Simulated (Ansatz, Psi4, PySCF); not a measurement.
Molecule: P2H3, net charge 0, doublet state. SMILES: P[PH]
Structure (B3LYP-D3(BJ)/def2-TZVP (Ansatz, an electronic-structure program) minimum search):
```
P
H 1 1.4160
H 1 1.4187 2 95.53
P 1 2.1895 2 97.11 3 100.93
H 4 1.4237 1 92.01 2 -157.85
```
Charge 0, spin multiplicity 2.

Wanted: enthalpy of formation at 298 K, in kcal/mol. Terms: LANL2DZ with its own core potentials from Na on; UHF or UKS for open shells; valence correlation only; 6-31G* and kin with 6d, 5d where marked; 6-311+G** with 5d, 6d on Na to Ar in Ansatz; non-relativistic; no dispersion term unless named; no spin-orbit coupling. Basis-set limits of correlation are two-point, X^-3; Hartree-Fock from the larger set. First-principles rows: single points at B3LYP-D3(BJ) geometries (Ansatz), with unscaled harmonic terms from B3LYP/6-31G* (Ansatz) at its own minima, enthalpies of formation by atomisation with measured atoms.

Coupled cluster (Ansatz) is a level with limits of its own, used here on species with T1 under 0.025 (0.045 for open shells) and stable references: CCSD(T)/CBS(cc-pV(T+d)Z,cc-pV(Q+d)Z).

Value to compare with, CCSD(T)/CBS(cc-pV(T+d)Z,cc-pV(Q+d)Z) (Ansatz): 32.4 kcal/mol.

```csv
level,program,enthalpy of formation at 298 K (kcal/mol),difference
HF/6-31G*,Ansatz,143.0,110.6
PBE/3-21G,Ansatz,64.5,32.1
PBE/LANL2DZ,Ansatz,70.4,38.0
BLYP/6-31G*,Ansatz,37.8,5.4
B3LYP/6-31G*,Ansatz,37.3,4.9
M06-2X/6-311+G**,PySCF,35.3,2.9
wB97X-D/6-311+G**,Psi4,34.2,1.8
PBE0/def2-TZVPD,Ansatz,33.0,0.6
wB97M-V/def2-TZVPD,Ansatz,25.9,-6.5
```

Among the 7 habitual levels, HF/6-31G* lies farthest from CCSD(T)/CBS(cc-pV(T+d)Z,cc-pV(Q+d)Z) (Ansatz) (110.6 kcal/mol) and wB97X-D/6-311+G** nearest (1.8); 7 of 7 lie above it, and their mean absolute difference is 28.0 kcal/mol, the median 5.4. One case shows no general order.

The levels are drawn from those run, B3LYP/6-31G* more often than the rest, none by its result; left out are runs that failed, that the program found above a lower state of the same kind, or whose <S^2> lies over 0.5 above the pure value.
